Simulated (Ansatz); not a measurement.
Reaction: TlI (SMILES [I][Tl]) → TlI+ (parent SMILES [I][Tl], doublet) + e-
Each species at its own B3LYP-D3(BJ)/def2-TZVP minimum (Ansatz, a quantum-chemistry and plane-wave program).

Total energies in hartree (Ansatz). Open shells are spin-unrestricted; no spin-orbit coupling. Correlated methods leave the cores frozen (noble-gas shells, and filled d and f shells in the p block). Past Kr the def2 sets carry scalar-relativistic core potentials. Spin-orbit terms, left out, reach several kcal/mol for Br and I, and more for heavier atoms. The spin of ITl+ (parent SMILES [I][Tl], doublet) was assumed, and the state is the lowest solution found for it.

```csv
species,HF/def2-TZVPP,CCSD(T)/def2-TZVPP,HF/def2-QZVPP,CCSD(T)/def2-QZVPP,CCSDT(Q)/def2-QZVPP
1: TlI (SMILES [I][Tl]),-468.26634,-468.46912,-468.26790,-468.49475,-468.49588
"2: TlI+ (parent SMILES [I][Tl], doublet)",-467.99669,-468.16401,-467.99852,-468.18498,-468.18590
```

**Question.** Work out the adiabatic ionisation energy (electronic) in eV: take Hartree-Fock from def2-QZVPP, extrapolate the CCSD(T) correlation energy as X^-3 (X = 3, 4), and add CCSDT(Q) - CCSD(T) in def2-QZVPP. 1 hartree = 27.211 eV.

**Answer.** 
Species 1: correlation (64·(-0.22685) - 27·(-0.20278))/37 = -0.24441; step -0.00113; E1 = -468.26790 + (-0.24441) + (-0.00113) = -468.51344
Species 2: correlation (64·(-0.18646) - 27·(-0.16732))/37 = -0.20043; step -0.00092; E2 = -467.99852 + (-0.20043) + (-0.00092) = -468.19987
-1·E1 +1·E2 = 0.31357 hartree = 8.53 eV.
